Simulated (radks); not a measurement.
The numbers below are computed, except where a source is named.
The palladium ion Pd+ inside a hard spherical wall (all orbitals vanish at R), configuration held at [Kr] 4d9 and not refilled when levels cross. Level of theory: scalar-relativistic Kohn-Sham, LDA (Slater exchange, VWN5 correlation), spin-polarised, spherical densities, point nucleus; open shells are filled with parallel spins first (spin-orbit coupling, left out, can overturn this in heavy ions) (a radial shooting solver on a logarithmic mesh with Libxc functionals). Eigenvalues in eV for spin up, with the zero of energy where the potential of the charges vanishes at infinity; a dash marks a level that is unbound or too diffuse for the functional's potential to be trusted. A positive occupied level is held by the wall or, in an anion where self-interaction has pushed it up, behind a barrier. The pressure on the wall is -dE/dV.

| R (bohr) | E (hartree) | kinetic (hartree) | e(3d) | e(4s) | e(4p) | e(4d) | e(5s, empty) | e(5p, empty) | pressure (GPa) |
|---|---|---|---|---|---|---|---|---|---|
| free | -5040.81246 | 5227.193 | -337.44 | -97.095 | -62.948 | -15.179 | -11.498 | -6.449 | 0 |
| 10 | -5040.81246 | 5227.193 | -337.44 | -97.095 | -62.948 | -15.179 | -11.497 | -6.434 | < 0.0001 |
| 8 | -5040.81241 | 5227.194 | -337.43 | -97.090 | -62.944 | -15.175 | -11.483 | -6.326 | 0.00340 |
| 7 | -5040.81213 | 5227.197 | -337.41 | -97.071 | -62.924 | -15.158 | -11.430 | -6.105 | 0.0296 |
| 6 | -5040.81030 | 5227.215 | -337.31 | -96.974 | -62.831 | -15.072 | -11.207 | -5.496 | 0.263 |
| 3.5 | -5040.57238 | 5228.574 | -332.28 | -92.652 | -58.696 | -11.003 | -2.014 | 8.301 | 89.9 |
| 2.5 | -5038.84758 | 5236.513 | -315.30 | -79.812 | -46.216 | 3.208 | 33.005 | 51.279 | 1700 |
| 1.5 | -5011.34925 | 5338.234 | -212.84 | 0.819 | 40.881 | 106.06 | 304.59 | 340.49 | 97400 |
